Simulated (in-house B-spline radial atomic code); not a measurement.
Atomic self-consistent-field run: Ru⁴⁺. Level of theory: scalar-relativistic (X2C) PBE0, spin-polarised, spherical fractional occupations, Fermi nucleus of rms radius 4.4809 fm; calculated with a B-spline radial code for spherical atoms.

In the input, 3d5,1 would mean five up and one down electron.

Command:
```bash
python run_scf.py task.json out
```
Settings (nuclear radius in fm, mass in u):
```
Z                44
configuration    1s2 2s2 2p6 3s2 3p6 3d10 4s2 4p6 4d1,3
hamiltonian      x2c
method           pbe0
spin_polarised   True
nucleus          fermi
rms_radius       4.4809
atomic_mass      101.90434
speed_of_light   137.035999084
```

Output (hartree, bohr):
```
 radial grid: 68 intervals, B-splines of order 8, outer radius 22.1277 bohr

 iter        energy (Eh)    residual
    1       -4517.783117    5.69e-01
    2       -4523.500355    2.99e-01
    3       -4526.020575    7.57e-02
    4       -4526.165325    1.90e-02
    5       -4526.172682    9.91e-03
    6       -4526.174984    1.75e-03
    7       -4526.175006    1.56e-04
    8       -4526.175006    1.98e-05
    9       -4526.175006    1.45e-06
   10       -4526.175006    3.21e-08

 total energy                     -4526.17501
 kinetic                            4710.2497
 electron-nucleus                 -10874.4406
 Hartree                            1770.6612
 exact exchange                      -32.5880
 exchange-correlation               -100.0574

 orbital      occ     eigenvalue          <r>       <r^2>       <1/r>       r_max
 1s up      1.000      -809.9103    0.0329173  0.00147397     47.5199      0.0211
 1s down    1.000      -809.9100    0.0329174  0.00147398     47.5199      0.0211
 2s up      1.000      -118.8806     0.145166   0.0249078     10.6791      0.1228
 2s down    1.000      -118.8965     0.145174   0.0249105     10.6783      0.1228
 2p up      3.000      -106.6509      0.12674   0.0196389     10.0889     0.09801
 2p down    3.000      -106.6643     0.126751   0.0196424     10.0881     0.09802
 3s up      1.000       -22.8658     0.401717    0.184828     3.66352      0.3614
 3s down    1.000       -22.8736     0.401748    0.184881     3.66386      0.3614
 3p up      3.000       -18.8121      0.40208    0.187977     3.44018      0.3548
 3p down    3.000       -18.8213     0.402139    0.188072     3.44042      0.3547
 3d up      5.000       -12.2743     0.383579    0.176019      3.1968      0.3013
 3d down    5.000       -12.2917     0.383528    0.176024     3.19774      0.3011
 4s up      1.000        -4.8105      1.00318     1.13666     1.37335      0.9094
 4s down    1.000        -4.8885      1.00589     1.14239     1.36802      0.9117
 4p up      3.000        -3.6242      1.09372     1.36208     1.23162      0.9721
 4p down    3.000        -3.7140      1.09583     1.36628     1.22771      0.9749
 4d up      1.000        -1.8274      1.38774     2.24886    0.946284        1.15
 4d down    3.000        -1.9572      1.37033     2.18497    0.955709       1.148
```

Run time, properties included: 0.2 s on 1 thread of Arm Neoverse V2, on a shared host.

Caution: exact exchange at fractional occupations of open shells leaves self-interaction of up to several eV.

One-electron X2C: radii and densities carry no picture-change correction, so inner-shell <1/r> comes out high (for 1s by about 2 % at Z = 33, 5 % at 54, 10 % at 75, 30 % at 118) and <r> low.
